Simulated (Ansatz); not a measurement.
# C5H7BClF: where a starting geometry ends

The starting geometry of this gas-phase singlet was optimised with GFN2-xTB; its bonds are those of `FB[C@@H]1CC=C1CCl`.

```xyz
15

C    -0.2602   -0.4889    1.0448
C    -1.4870   -0.9003    1.9208
C    -2.2984   -0.8309    0.6578
C    -1.2618   -0.4529   -0.0883
C    -0.9138   -0.2753   -1.5124
B     0.8965   -1.5409    0.7470
Cl    0.5738   -1.2636   -1.7645
F     2.1540   -1.1251    0.7870
H     0.7267   -2.7038    0.7247
H     0.1353    0.4950    1.3054
H    -1.7508   -0.1789    2.6916
H    -1.4145   -1.8926    2.3607
H    -3.3378   -1.0195    0.4611
H    -1.6818   -0.6412   -2.1915
H    -0.6443    0.7530   -1.7571
```

Where would you expect an optimisation with r2SCAN-D4/def2-SVP to take it?

It keeps its bonds, and is `FB[C@@H]1CC=C1CCl`.

The energy falls by 0.20 eV over 13 steps:

```json
{"step": "1", "E − E(last) (eV)": "0.197"}
{"step": "2", "E − E(last) (eV)": "0.059"}
{"step": "4", "E − E(last) (eV)": "0.013"}
{"step": "5", "E − E(last) (eV)": "0.007"}
{"step": "6", "E − E(last) (eV)": "0.002"}
{"step": "8", "E − E(last) (eV)": "0.001"}
{"step": "9", "E − E(last) (eV)": "0.000"}
{"step": "10", "E − E(last) (eV)": "0.000"}
{"step": "12", "E − E(last) (eV)": "0.000"}
{"step": "13", "E − E(last) (eV)": "0.000"}
```

Final geometry (Å):

```csv
atom,x (Å),y (Å),z (Å)
C,-0.2112,-0.4480,1.0534
C,-1.4605,-0.8827,1.9167
C,-2.2346,-0.9322,0.6239
C,-1.1887,-0.5018,-0.1125
C,-0.9479,-0.2346,-1.5458
B,0.8907,-1.5593,0.9158
Cl,0.4882,-1.2053,-2.1082
F,2.1814,-1.2449,0.9723
H,0.6004,-2.7330,0.8273
H,0.2023,0.5503,1.2866
H,-1.7783,-0.1045,2.6312
H,-1.3600,-1.8379,2.4619
H,-3.2590,-1.2288,0.3766
H,-1.8045,-0.5191,-2.1727
H,-0.6824,0.8159,-1.7393
```

The end wasn't checked by frequencies. Run with Ansatz 0.2.0, 63 s on 2 threads of Intel(R) Xeon(R) Processor @ 2.70GHz (shared host).
